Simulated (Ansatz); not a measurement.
Calculated with Ansatz (gas phase, PBE0-D4/def2-TZVP geometries, no zero-point term in ΔE). CCSD(T)/CBS is the MP2 limit (def2-TZVPP, def2-QZVPP) plus CCSD(T) − MP2 in def2-TZVPP, frozen cores. This one scheme is used for every species. Functionals use def2-TZVPP. One conformer a species, not always the lowest.

`N#[C][AlH][Cl]` + `C=C(Cl)S[SiH3]` → `N#[C][Al]([Cl])[Cl]` + `C=CS[SiH3]`  (redistribution)

`N#[C][AlH][Cl]`:

Cartesian coordinates in Å:
```
N 0.778 1.852 1.359
C 0.426 0.981 0.689
Al -0.132 -0.455 -0.467
Cl -1.492 -1.798 0.342
H 0.420 -0.581 -1.923
```

`C=C(Cl)S[SiH3]`:

Z-matrix (Å, degrees):
```
Si
S 1 2.148
H 1 1.484 2 102.5
H 1 1.483 2 110.5 3 -118.2
H 1 1.481 2 112.5 3 117.9
C 2 1.758 1 101.8 3 167.1
Cl 6 1.734 2 117.2 1 44.3
C 6 1.326 2 122.4 1 -139.0
H 8 1.082 6 121.1 2 -174.4
H 8 1.082 6 119.9 2 5.0
```

`N#[C][Al]([Cl])[Cl]`:

Cartesian coordinates in Å:
```
N 0.140 1.687 -1.792
C 0.073 0.899 -0.954
Al -0.034 -0.410 0.435
Cl -0.972 0.094 2.201
Cl 0.793 -2.270 0.109
```

`C=CS[SiH3]`:

Cartesian coordinates in Å:
```
C -0.373 2.194 -0.076
C -0.203 0.944 0.332
S -1.174 -0.399 -0.264
Si 0.290 -1.949 -0.176
H -1.085 2.454 -0.850
H 0.200 2.998 0.372
H 0.515 0.705 1.111
H -0.444 -3.212 -0.431
H 0.914 -1.967 1.173
H 1.358 -1.767 -1.192
```

```csv
level,ΔE (kcal/mol)
r2SCAN,-51.9
SCS-MP2/def2-QZVPP,-51.7
```

What does CCSD(T)/CBS give? (An estimate is asked.)

Computed: -51.7 kcal/mol. The listed levels differ from it by -0.2, 0.0 kcal/mol.

Largest T1 diagnostic among the species: 0.012.

In def2-TZVPP, CCSD(T) changes the Hartree–Fock value by +4.8 kcal/mol (the triples alone add +1.1 kcal/mol) and MP2 by +4.7 kcal/mol. The D4 term adds +1.3 kcal/mol with B3LYP and +0.7 kcal/mol with PBE0; it sums over pairs of atoms, weighted by their polarisabilities, and B3LYP, whose exchange is more repulsive, gets the larger term. From PBE to PBE0 (25 % exact exchange), in def2-TZVPP and without D4, ΔE moves by −2.0 kcal/mol.

B3LYP here is the variant with VWN-RPA as its local correlation; programs differ in this.
